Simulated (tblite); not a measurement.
C₃H₁₂AlNSe.
Numbering: `[CH3:1][Se:2][CH2:3][Al@H-:4]([CH3:5])[NH3+:6]` (hydrogens: H7, H8, H9 on C1; H10, H11 on C3; H12 on Al4; H13, H14, H15 on C5; H16, H17, H18 on N6)

Computed with GFN2-xTB (tblite), gas phase: L-BFGS steps from a force-field or distance-geometry start until the largest atomic force falls under 0.01 eV/Å.

Step 61: E = -535.4280 eV
```
atom  x, y, z in Å  |  force x, y, z in eV/Å
C1     -3.1195   -0.1801   -0.6207   -0.027   0.022  -0.075
Se2    -1.9768   -0.1441    0.9498    0.073   0.036   0.092
C3     -0.4121   -1.1208    0.1939    0.018  -0.036   0.002
Al4     0.9442   -0.1780   -1.0154    0.007  -0.065   0.101
C5      2.8468   -0.4396   -0.4595   -0.027   0.029   0.001
N6      0.6122    1.6852   -0.2282    0.015   0.016   0.112
H7     -3.2972   -1.2186   -0.8884   -0.006  -0.002  -0.035
H8     -4.0552    0.3016   -0.3540   -0.060   0.014   0.002
H9     -2.6455    0.3497   -1.4441    0.068  -0.037  -0.005
H10     0.1057   -1.4700    1.1051   -0.014   0.009  -0.053
H11    -0.8710   -2.0272   -0.2279    0.045  -0.001   0.027
H12     0.4867    0.0096   -2.4789   -0.031   0.024  -0.036
H13     3.0200   -0.2255    0.6036    0.011  -0.017  -0.005
H14     3.2105   -1.4609   -0.6134   -0.017   0.018  -0.029
H15     3.5384    0.2066   -1.0126   -0.004  -0.034  -0.011
H16     1.0199    1.5973    0.7047   -0.077   0.042  -0.074
H17    -0.3967    1.7913   -0.0983    0.037  -0.010   0.012
H18     0.9808    2.5297   -0.6566   -0.012  -0.010  -0.025
```

Step 62: E = -535.4313 eV
```
atom  x, y, z in Å  |  force x, y, z in eV/Å
C1     -3.1060   -0.1714   -0.6403    0.028   0.048  -0.034
Se2    -1.9996   -0.1707    0.9638    0.021   0.042   0.028
C3     -0.4154   -1.1221    0.2195    0.010  -0.055   0.011
Al4     0.9279   -0.1863   -1.0093    0.001  -0.077   0.083
C5      2.8383   -0.4427   -0.4789   -0.030   0.038   0.011
N6      0.6026    1.6805   -0.2143    0.007   0.015   0.059
H7     -3.2658   -1.2035   -0.9447    0.030   0.047  -0.040
H8     -4.0545    0.2919   -0.3872   -0.055   0.014   0.025
H9     -2.6119    0.3972   -1.4272    0.039  -0.104  -0.002
H10     0.1191   -1.4330    1.1361   -0.032   0.003  -0.060
H11    -0.8537   -2.0521   -0.1746    0.072   0.019   0.026
H12     0.4719   -0.0194   -2.4762   -0.041   0.042  -0.018
H13     3.0215   -0.2288    0.5821    0.021  -0.008   0.013
H14     3.2100   -1.4603   -0.6371   -0.025   0.023  -0.041
H15     3.5169    0.2118   -1.0388   -0.002  -0.044  -0.008
H16     1.0199    1.5966    0.7133   -0.069   0.020  -0.029
H17    -0.4033    1.7983   -0.0777    0.020  -0.029   0.024
H18     0.9731    2.5203   -0.6495    0.004   0.006  -0.047
```

Step 63: E = -535.4329 eV
```
atom  x, y, z in Å  |  force x, y, z in eV/Å
C1     -3.1036   -0.1697   -0.6459    0.035   0.049   0.055
Se2    -2.0049   -0.1817    0.9679   -0.017   0.045  -0.003
C3     -0.4155   -1.1243    0.2251   -0.005  -0.014  -0.003
Al4     0.9236   -0.1893   -1.0029   -0.005  -0.046   0.024
C5      2.8352   -0.4434   -0.4828   -0.026   0.028   0.020
N6      0.5992    1.6829   -0.2088    0.006   0.005  -0.010
H7     -3.2627   -1.1982   -0.9580    0.036   0.009  -0.052
H8     -4.0537    0.2923   -0.3978   -0.057   0.023   0.039
H9     -2.6017    0.4042   -1.4207    0.065  -0.076  -0.060
H10     0.1232   -1.4253    1.1403   -0.008  -0.013  -0.001
H11    -0.8448   -2.0588   -0.1625    0.048  -0.022   0.002
H12     0.4716   -0.0282   -2.4742   -0.041   0.046   0.009
H13     3.0253   -0.2329    0.5772    0.028  -0.001   0.027
H14     3.2053   -1.4603   -0.6458   -0.023   0.008  -0.042
H15     3.5108    0.2106   -1.0459    0.005  -0.028  -0.013
H16     1.0177    1.6049    0.7169   -0.039   0.010   0.033
H17    -0.4052    1.8054   -0.0718   -0.008  -0.030   0.025
H18     0.9714    2.5182   -0.6511    0.006   0.007  -0.050
```

Step 64: E = -535.4341 eV
```
atom  x, y, z in Å  |  force x, y, z in eV/Å
C1     -3.0955   -0.1631   -0.6565    0.030   0.023   0.048
Se2    -2.0167   -0.1949    0.9739   -0.030   0.033  -0.055
C3     -0.4165   -1.1255    0.2395   -0.014  -0.029   0.014
Al4     0.9145   -0.1970   -0.9969   -0.016   0.002  -0.027
C5      2.8293   -0.4428   -0.4914   -0.008   0.011   0.025
N6      0.5933    1.6823   -0.2030   -0.002  -0.016  -0.031
H7     -3.2444   -1.1877   -0.9920    0.053   0.060  -0.016
H8     -4.0532    0.2870   -0.4106   -0.018   0.015   0.020
H9     -2.5861    0.4273   -1.4157    0.038  -0.088  -0.024
H10     0.1290   -1.4058    1.1572   -0.010  -0.014   0.010
H11    -0.8303   -2.0730   -0.1339    0.039  -0.013   0.000
H12     0.4629   -0.0455   -2.4714   -0.041   0.045   0.034
H13     3.0287   -0.2350    0.5673    0.033   0.003   0.029
H14     3.2011   -1.4582   -0.6607   -0.026  -0.002  -0.036
H15     3.4988    0.2120   -1.0601    0.004  -0.013  -0.012
H16     1.0171    1.6004    0.7193   -0.024   0.011   0.050
H17    -0.4091    1.8105   -0.0583   -0.008  -0.030   0.015
H18     0.9682    2.5153   -0.6476    0.000   0.000  -0.045
```

**Question.** Estimate the geometry and energy of step 65. (The exact step hangs on the optimiser's Hessian estimate; all steps are aligned on step 64, rigid shifts and turns removed.)

**Answer.** E = -535.4353 eV, largest force 0.082 eV/Å
```
atom  x, y, z in Å  |  force x, y, z in eV/Å
C1     -3.0953   -0.1628   -0.6561    0.002   0.012   0.061
Se2    -2.0171   -0.1973    0.9734   -0.029   0.021  -0.041
C3     -0.4167   -1.1274    0.2396   -0.016   0.022  -0.001
Al4     0.9133   -0.1993   -0.9934   -0.015   0.050  -0.055
C5      2.8279   -0.4419   -0.4899    0.015  -0.014   0.023
N6      0.5923    1.6854   -0.2017   -0.006  -0.021  -0.056
H7     -3.2465   -1.1850   -0.9949    0.041   0.019  -0.003
H8     -4.0526    0.2896   -0.4105    0.003   0.015   0.009
H9     -2.5822    0.4215   -1.4150    0.053  -0.032  -0.054
H10     0.1282   -1.4063    1.1555    0.022  -0.022   0.068
H11    -0.8244   -2.0751   -0.1337   -0.006  -0.062  -0.023
H12     0.4635   -0.0461   -2.4700   -0.038   0.041   0.049
H13     3.0337   -0.2376    0.5684    0.029   0.001   0.020
H14     3.1960   -1.4580   -0.6650   -0.030  -0.004  -0.022
H15     3.4982    0.2094   -1.0611    0.001   0.006  -0.012
H16     1.0139    1.6070    0.7211    0.003   0.012   0.066
H17    -0.4095    1.8145   -0.0561   -0.020  -0.024   0.001
H18     0.9683    2.5157   -0.6515   -0.010  -0.020  -0.028
```

The energy changes by -0.0012 eV. The first-order estimate −F·Δx gives -0.0018 eV and the mean of the old and new forces, exact on a quadratic surface, -0.0012 eV. The step makes an angle of 64° with the force vector and moves no atom by more than 0.008 Å.

What follows is the cost of the whole relaxation. The run took 0.81 s of wall time on Intel Xeon 6975P-C, one thread, no GPU, on a shared host.
